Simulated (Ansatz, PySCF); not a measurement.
Cu(OH2)2 (CuH₄O₂), SMILES [OH2]->[Cu+]<-[OH2], charge +1, multiplicity 1. Atoms are numbered in the order given.

```xyz
7

Cu     0.0000     0.0000    -0.0110
O     -1.8790    -0.0490    -0.0466
H     -2.4341     0.3346     0.6449
H     -2.3791    -0.7529    -0.4803
O      1.8790     0.0490    -0.0466
H      2.4341    -0.3346     0.6449
H      2.3791     0.7529    -0.4803
```
Charge +1, spin multiplicity 1.

Geometry optimised at r2SCAN-D4/def2-TZVP. The multiplicity is an assumed one; other spin states were not compared.

Two levels are set side by side: PBE-D3(BJ)/def2-TZVP (Ansatz, a program for electronic structure) and r2SCAN-D4/def2-TZVP (Ansatz). Each level has its own optimised geometry; the coordinates shown are those of the second. Frequencies come from the Hessian of PySCF at each geometry. Differences are taken from unrounded values.

| quantity | r2SCAN-D4 | PBE-D3(BJ) | PBE-D3(BJ) minus r2SCAN-D4 |
|---|---|---|---|
| mean bond length (Å) | 1.271 | 1.283 | 0.012 |
| bond Cu1–O2 (Å) | 1.880 | 1.898 | 0.018 |
| bond Cu1–O5 (Å) | 1.880 | 1.898 | 0.018 |
| bond O2–H3 (Å) | 0.966 | 0.975 | 0.009 |
| bond O2–H4 (Å) | 0.966 | 0.975 | 0.009 |
| bond O5–H6 (Å) | 0.966 | 0.975 | 0.009 |
| bond O5–H7 (Å) | 0.966 | 0.975 | 0.009 |
| highest harmonic wavenumber (cm⁻¹) | 3837 | 3736 | -101 |
| mean harmonic wavenumber (cm⁻¹) | 1431 | 1412 | -19 |
| zero-point energy (kcal/mol) | 30.68 | 30.27 | -0.41 |
